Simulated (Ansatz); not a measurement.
Consider the cleavage of the Si–Si bond: `O[Si]1([SiH3])[SiH2][SiH2]1` + `CC=N` → `C/C=N\[SiH3]` + `O[SiH]1[SiH2][SiH2]1`.

Computed with Ansatz on PBE0-D4/def2-TZVP structures; ΔE is electronic, products minus reactants. CBS: MP2 limit from def2 TZ/QZ plus the TZ coupled-cluster correction, frozen cores. Functionals use def2-TZVPP. Each species was taken in one conformer, which may not be the lowest.

`O[Si]1([SiH3])[SiH2][SiH2]1`:

Cartesian coordinates in Å:
```
O 0.863 2.305 -0.087
Si 0.282 0.759 -0.045
Si -0.317 0.003 -2.159
Si 1.025 -1.090 1.144
Si -1.153 -0.262 1.466
H 1.128 2.697 0.747
H -0.813 -1.388 -1.975
H 0.844 -0.017 -3.088
H -1.400 0.829 -2.755
H 1.790 -0.880 2.402
H 1.428 -2.348 0.464
H -2.434 -0.881 1.037
H -1.242 0.274 2.850
```

`CC=N`:

Z-matrix (Å, degrees):
```
C
C 1 1.493
H 1 1.092 2 111.6
H 1 1.094 2 110.3 3 -121.2
H 1 1.094 2 110.3 3 121.2
N 2 1.263 1 127.9 3 0.0
H 2 1.095 1 115.5 3 -180.0
H 6 1.023 2 110.6 1 0.0
```

`C/C=N\[SiH3]`:

```xyz
11

C    -1.194    1.046   -0.105
C    -0.751   -0.154   -0.878
N     0.240   -0.901   -0.671
Si    1.480   -0.891    0.535
H    -1.227    1.917   -0.767
H    -2.216    0.894    0.257
H    -0.541    1.261    0.741
H    -1.397   -0.392   -1.738
H     1.418    0.194    1.561
H     2.777   -0.778   -0.177
H     1.411   -2.195    1.241
```

`O[SiH]1[SiH2][SiH2]1`:

Z-matrix (Å, degrees):
```
Si
Si 1 2.310
Si 1 2.324 2 61.1
O 1 1.648 2 123.6 3 116.5
H 1 1.489 2 111.5 3 -102.2
H 2 1.485 1 118.5 3 -98.8
H 2 1.485 1 120.8 3 114.8
H 3 1.486 1 119.0 2 98.0
H 3 1.485 1 121.4 2 -114.3
H 4 0.959 1 116.8 2 -136.7
```

```tsv
level	ΔE (eV)
ωB97X-V	-0.14
CCSD(T)/def2-TZVPP	-0.11
```

**Question.** What does CCSD(T)/CBS give? (An estimate is asked.)

**Answer.** The calculation gave: -0.11 eV. The listed levels differ from it by -0.03, 0.00 eV.

Largest T1 diagnostic among the species: 0.015.

From PBE to PBE0 (25 % exact exchange), in def2-TZVPP and without D4, ΔE moves by −0.04 eV. The D4 term adds +0.05 eV with B3LYP and +0.03 eV with PBE0; it sums over pairs of atoms, weighted by their polarisabilities, and B3LYP, whose exchange is more repulsive, gets the larger term.

B3LYP here is the variant with VWN-RPA as its local correlation; programs differ in this.
